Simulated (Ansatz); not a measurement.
Reaction (cleavage of the Si–Ge bond): `F[Si](Cl)(Cl)[GeH3]` + H–F → `F[Si](F)(Cl)Cl` + GeH₄

Computed with Ansatz on PBE0-D4/def2-TZVP structures; ΔE is electronic, products minus reactants. CCSD(T)/CBS adds triple-zeta CCSD(T) − MP2 to the extrapolated MP2 energy (def2 sets, frozen cores). This one scheme is used for every species. Functionals use def2-TZVPP. HSE06 is defined as in plane-wave codes. For Ge outer-core shells are correlated without core-valence functions, which leaves a few kJ/mol of doubt a bond. Scalar relativity is left out up to krypton.

```json
{"level": "r2SCAN-D4", "ΔE (kJ/mol)": "-134.5"}
{"level": "B2PLYP", "ΔE (kJ/mol)": "-138.0"}
{"level": "PBE-QIDH", "ΔE (kJ/mol)": "-129.8"}
{"level": "HSE06", "ΔE (kJ/mol)": "-121.9"}
```

Problem. What does CCSD(T)/CBS give? (Best estimate.)

Solution. Ansatz gave: -127.7 kJ/mol. The listed levels differ from it by -6.8, -10.3, -2.1, 5.8 kJ/mol.

Problem. What do rigid-rotor, harmonic-oscillator terms from PBE0-D4/def2-TZVP frequencies (298.15 K, 1 bar) make of the CCSD(T)/CBS value? (An estimate is asked.)

Solution. Ansatz gave: ΔZPE = -0.8 kJ/mol, ΔH = -132.9 kJ/mol, ΔS = -20 J/(mol·K), ΔG = -126.8 kJ/mol.

Largest T1 diagnostic among the species: 0.012.

From BLYP to BHLYP (50 % exact exchange), in def2-TZVPP and without D4, ΔE moves by −15.3 kJ/mol. Leaving LDA and LC-ωPBE aside and taking each functional with its dispersion term where it has one, the values, not all of them listed here, spread over 37.9 kJ/mol, from B97M-V to revPBE-D4. LDA lies −3.8 kJ/mol from PBE without D4. In def2-TZVPP, CCSD(T) changes the Hartree–Fock value by +29.4 kJ/mol (the triples alone add +4.0 kJ/mol) and MP2 by +30.1 kJ/mol.
